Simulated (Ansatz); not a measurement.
Molecule: C₆H₁₁, net charge 0, doublet state. It need not be the lowest isomer of its formula. 
Structure (B3LYP-D3(BJ)/def2-TZVP (Ansatz, a first-principles code) minimum search):
SMILES: CC1[CH]CCC1
```xyz
17

C      2.0273    -0.8431     0.0736
C      0.6175    -0.4103     0.4763
C     -0.4844    -1.0465    -0.3099
C     -1.5493    -0.0679    -0.6766
C     -1.1863     1.1870     0.1446
C      0.3371     1.0969     0.2982
H      2.2153    -0.6095    -0.9768
H      2.7812    -0.3315     0.6766
H      2.1640    -1.9179     0.2087
H      0.4910    -0.6570     1.5447
H     -0.5066    -2.0966    -0.5682
H     -1.5261     0.1601    -1.7534
H     -2.5622    -0.4310    -0.4738
H     -1.5154     2.1147    -0.3247
H     -1.6604     1.1305     1.1280
H      0.8239     1.4421    -0.6196
H      0.7237     1.6992     1.1215
```
Charge 0, spin multiplicity 2.

Parts of the frozen-core correlation energy in cc-pVDZ (Ansatz, hartree). Frozen orbitals: 6; correlated occupied orbitals by spin: 18 and 17; virtual: 115 and 116. Open shells are spin-unrestricted. Spin-orbit coupling is left out. No relativistic terms.

| term | value |
|---|---|
| reference (HF) | -233.59163 |
| MP2 opposite-spin | -0.62749 |
| MP2 same-spin | -0.19526 |
| CCSD correlation | -0.89926 |
| (T) | -0.02836 |
| T1 diagnostic | 0.009 |
| largest doubles amplitude | 0.016 |
| <S^2> of the reference | 0.764 |
